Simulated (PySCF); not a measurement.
All of these have the formula C7H13B. Level of theory: TDDFT CAM-B3LYP/def2-SVPD, vertical, gas phase, core orbitals frozen in the response (PySCF). Geometries: PBE0-D3(BJ)/def2-SVP; one conformer of each isolated species. Triplets are in the Tamm–Dancoff approximation.

A. `CB(C)C=C1CCC1`
B. `C1CC(=C)C[C@H](B)C1`
C. `C=C[C@H]1CBCCC1`

Lowest singlet levels (six at most, fewer where fewer were computed) with oscillator strengths:

1. 5.83 eV (f 0.002); 5.91 eV (f 0.002); 6.86 eV (f 0.024); 7.25 eV (f 0.026); 7.43 eV (f 0.417); 7.70 eV (f 0.014); T1 4.41 eV
2. 5.41 eV (f 0.003); 5.71 eV (f 0.009); 6.07 eV (f 0.018); 6.87 eV (f 0.146); 7.05 eV (f 0.020); 7.10 eV (f 0.272); T1 4.29 eV
3. 5.58 eV (f 0.004); 5.62 eV (f 0.424); 5.94 eV (f 0.016); 6.78 eV (f 0.005); 6.87 eV (f 0.000); 7.41 eV (f 0.001); T1 3.53 eV

Question: Which spectrum belongs to which structure?

Answer: 1 = C, 2 = B, 3 = A.
- A: S1 at 5.58 eV, HOMO-1→LUMO (94%); Löwdin shares by element: HOMO carbon 70% or more, boron 7% (atoms not listed hold the other 23%); LUMO carbon 45% or more, boron 24% (atoms not listed hold the other 31%); HOMO -8.48 and LUMO -0.04 eV.
- B: S1 at 5.41 eV, HOMO-1→LUMO (60%), HOMO→LUMO (25%); Löwdin shares by element: HOMO carbon 80% or more (atoms not listed hold the other 20%); LUMO boron 51%, hydrogen 21% or more, carbon 10% or more (atoms not listed hold the other 18%); HOMO -8.35 and LUMO -0.27 eV.
- C: S1 at 5.83 eV, HOMO-1→LUMO (86%); Löwdin shares by element: HOMO carbon 82% or more (atoms not listed hold the other 18%); LUMO boron 46%, carbon 24% or more, hydrogen 8% or more (atoms not listed hold the other 22%); HOMO -8.63 and LUMO 0.33 eV.
